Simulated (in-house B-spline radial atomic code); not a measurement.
Configurations of the tellurium ion Te³⁺, with energies counted from [Kr] 4d10 5s2 5p1. Method: Dirac-Hartree-Fock, average of configuration, Fermi nucleus of rms radius 4.7423 fm. Calculated with an all-electron radial atomic-structure program (B-spline basis). Energies include first-order Breit, QED and recoil terms.

Occupations are held fixed; configurations that lie above the ionisation limit could autoionise.

```
                    configuration  E - E(ref) (eV)  highest orbital  its <r> (bohr)
                [Kr] 4d10 5s2 5f1            26.14            5f5/2           6.312
            [Kr] 4d10 5s1 5p1 6d1           33.895            6d5/2           6.082
            [Kr] 4d10 5s1 5p1 8d1           40.547            8d5/2           14.02
            [Kr] 4d10 5s1 5p1 9f1           43.142            9f7/2           25.77
             [Kr] 4d9 5s2 5p1 7f1           75.843            7f7/2           13.99
             [Kr] 4d9 5s2 5p1 7g1            76.58            7g7/2           15.76
             [Kr] 4d9 5s2 5p1 8g1           77.626            8g7/2           21.36
    [Ar] 3d9 4s2 4p6 4d10 5s2 5p2           580.55            5p3/2           2.173
[Ar] 3d9 4s2 4p6 4d10 5s2 5p1 7f1           613.76            7f7/2           13.82
[Ar] 3d9 4s2 4p6 4d10 5s2 5p1 7g1           614.55            7g7/2           15.77
```

(1) Order these further configurations by energy, lowest first.
A. [Kr] 4d10 4f1 5s2
B. [Ar] 3d9 4s2 4p6 4d10 5s2 5p1 9g1
C. [Kr] 4d9 5s2 5p1 5f1
D. [Kr] 4d10 5s2 9d1
E. [Kr] 4d10 5s2 9g1

(2) How far above the reference does [Ar] 3d9 4s2 4p6 4d10 5s2 5p1 8f1 lie?

(3) How far above the reference does [Kr] 4d10 5s2 6p1 lie?

(4) How far above the reference does [Kr] 4d10 5s1 5p1 5d1 lie?

Answers

(1) A (20.898 eV), D (31.925 eV), E (33.347 eV), C (70.437 eV), B (616.32 eV).

(2) 615.07 eV; its least bound orbital is 8f7/2 with <r> = 19.01 bohr.

(3) 19.119 eV; its least bound orbital is 6p3/2 with <r> = 4.753 bohr.

(4) 24.255 eV; its least bound orbital is 5d5/2 with <r> = 3.145 bohr.
